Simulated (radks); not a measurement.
Values are calculated unless marked as measured or tabulated.
Zr2+, configuration [Kr] 4d2. Level of theory: Dirac Kohn-Sham, BLYP, spin-unpolarised, spherical densities, finite nucleus; open shells fill j = l - 1/2 first; Fermi nuclear charge, rms radius 4.2694 fm (a radial shooting solver on a logarithmic mesh with Libxc functionals).

Normalised radial functions P(r) = r R(r) (large component), r in bohr:

```
   r/bohr * 3p3/2, o 4d3/2 (the largest magnitude, 1.55, reaches the edge; | marks zero, & curves that meet)
 0.001443                             &
 0.002187                             &
  0.00329                             &
 0.004947                             &
 0.007499                             o*
  0.01128                             o*
  0.01709                             o  *
  0.02571                             o    *
  0.03897                             o        *
   0.0586                             |o           *
  0.08812                             |o             *
   0.1336                             |  o      *
   0.2009                        *    |    o
   0.3045      *                      |     o
   0.4579  *                          |  o
   0.6942              *           o  |
    1.044                   o     *   |
     1.57                o            *
     2.38                   o         *
    3.579                        o    *
    5.425                            o*
```

3p3/2: eigenvalue -327.45 eV, 1 radial node at r = 0.178 bohr, <r> = 0.466 bohr, 90 % of the charge inside 0.705 bohr. 4d3/2: eigenvalue -17.303 eV, 1 radial node at r = 0.578 bohr, <r> = 2.02 bohr, 90 % of the charge inside 3.19 bohr.
